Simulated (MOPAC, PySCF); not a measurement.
H$_{6}$OSi$_{3}$, SMILES `O[SiH2][SiH]=[SiH2]` (H–O–Si–Si torsion 169°, O–Si–Si–Si torsion -23°), neutral singlet in the gas phase. 

Cartesian coordinates (Å):
```xyz
10

O     -1.6267    -0.5344     0.9946
Si    -1.3970     0.6519    -0.1337
Si     0.7318     0.2624    -0.9691
Si     2.1391    -0.8449     0.2203
H     -2.3900    -0.4511     1.5726
H     -1.5252     2.0065     0.4766
H     -2.4090     0.5849    -1.2266
H      1.2610     1.1736    -2.0157
H      3.5367    -1.0898    -0.2074
H      1.6792    -1.7591     1.2885
```
Charge 0, spin multiplicity 1.

All levels are single points at this geometry (r2SCAN-D4/def2-TZVP); Pople sets use spherical d functions. Orbital energies aren't observables, and empty levels follow the basis.

HF/6-31G* in PySCF gives HOMO (eV) = -7.32.

Question: Estimate the HOMO (eV) from each of these levels: PBE-D3(BJ)/def2-TZVP in PySCF; r2SCAN-D4/def2-TZVP in PySCF; HF/3-21G in PySCF; PM3 in MOPAC; PM6 in MOPAC.

Answer: 
```
level                          HOMO (eV)
-----------------------------  ---------
PBE-D3(BJ)/def2-TZVP in PySCF      -5.14
r2SCAN-D4/def2-TZVP in PySCF       -5.31
HF/3-21G in PySCF                  -7.51
PM3 in MOPAC                       -7.69
PM6 in MOPAC                       -7.09
```
